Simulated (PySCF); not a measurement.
**A survey of ¹⁷O NMR shifts**

PySCF 2.14 calculation with coordinates at the GFN2-xTB level and shieldings: GIAO PBE0/pcSseg-1; no solvent, relativity neglected, equivalent nuclei averaged, a single conformation.

Shieldings were converted by a linear fit to measured shifts: ¹⁷O (scatter 10.7 ppm rms, 12.2 ppm with the 3 outliers that the fit left out vs liquid water, solution or neat liquid). A few per cent of atoms miss by over 2 rms, more outside the fitted compound classes.

Give the ¹⁷O shifts of `O=C(O)C[Si@@H](O)O[SiH3]`, `C#C[Si](O)(O)O[SiH2]SC`, `C=C=C([SiH2]C#CC)C(=O)O`, `C=C=C([SiH2]C#CC)C(=O)O`, `CCCO[C@H](F)CF`, `O=C(O)CO[SiH2]O[SiH3]`, `C=C=C(C#CC)[SiH2]C(=O)O`, `C=C=C(C#CC)[SiH2]C(=O)O`.

## Answers


```
                                                           compound                        environment  δ (ppm)
           [O:1]=[C:2]([OH:3])[CH2:4][Si@@H:5]([OH:6])[O:7][SiH3:8]                O1: carbonyl oxygen    344.8
           [O:1]=[C:2]([OH:3])[CH2:4][Si@@H:5]([OH:6])[O:7][SiH3:8]           O3: acid hydroxyl oxygen    164.2
           [O:1]=[C:2]([OH:3])[CH2:4][Si@@H:5]([OH:6])[O:7][SiH3:8]         O6: oxygen bonded to Si, H     14.9
           [O:1]=[C:2]([OH:3])[CH2:4][Si@@H:5]([OH:6])[O:7][SiH3:8]          O7: oxygen bonded to 2 Si      9.3
        [CH:1]#[C:2][Si:3]([OH:4])([OH:5])[O:6][SiH2:7][S:8][CH3:9]          O6: oxygen bonded to 2 Si     25.1
        [CH:1]#[C:2][Si:3]([OH:4])([OH:5])[O:6][SiH2:7][S:8][CH3:9]  O4/5: oxygen bonded to Si, H (×2)     13.0
[CH2:1]=[C:2]=[C:3]([SiH2:4][C:5]#[C:6][CH3:7])[C:8](=[O:9])[OH:10]                O9: carbonyl oxygen    355.3
[CH2:1]=[C:2]=[C:3]([SiH2:4][C:5]#[C:6][CH3:7])[C:8](=[O:9])[OH:10]          O10: acid hydroxyl oxygen    163.1
[CH2:1]=[C:2]=[C:3]([SiH2:4][C:5]#[C:6][CH3:7])[C:8](=[O:9])[OH:10]                O9: carbonyl oxygen    355.3
[CH2:1]=[C:2]=[C:3]([SiH2:4][C:5]#[C:6][CH3:7])[C:8](=[O:9])[OH:10]          O10: acid hydroxyl oxygen    163.0
                                                     CCCO[C@H](F)CF                       ether oxygen     57.9
               [O:1]=[C:2]([OH:3])[CH2:4][O:5][SiH2:6][O:7][SiH3:8]                O1: carbonyl oxygen    364.2
               [O:1]=[C:2]([OH:3])[CH2:4][O:5][SiH2:6][O:7][SiH3:8]           O3: acid hydroxyl oxygen    141.6
               [O:1]=[C:2]([OH:3])[CH2:4][O:5][SiH2:6][O:7][SiH3:8]         O5: oxygen bonded to C, Si     10.1
               [O:1]=[C:2]([OH:3])[CH2:4][O:5][SiH2:6][O:7][SiH3:8]          O7: oxygen bonded to 2 Si      0.9
[CH2:1]=[C:2]=[C:3]([C:4]#[C:5][CH3:6])[SiH2:7][C:8](=[O:9])[OH:10]                O9: carbonyl oxygen    431.4
[CH2:1]=[C:2]=[C:3]([C:4]#[C:5][CH3:6])[SiH2:7][C:8](=[O:9])[OH:10]          O10: acid hydroxyl oxygen    182.7
[CH2:1]=[C:2]=[C:3]([C:4]#[C:5][CH3:6])[SiH2:7][C:8](=[O:9])[OH:10]                O9: carbonyl oxygen    431.6
[CH2:1]=[C:2]=[C:3]([C:4]#[C:5][CH3:6])[SiH2:7][C:8](=[O:9])[OH:10]          O10: acid hydroxyl oxygen    182.7
```

In solution the two oxygens of a carboxylic acid give one averaged line by proton exchange, and hydrogen bonding shields acid and N–H amide carbonyl oxygens by tens of ppm; neither is in these numbers.
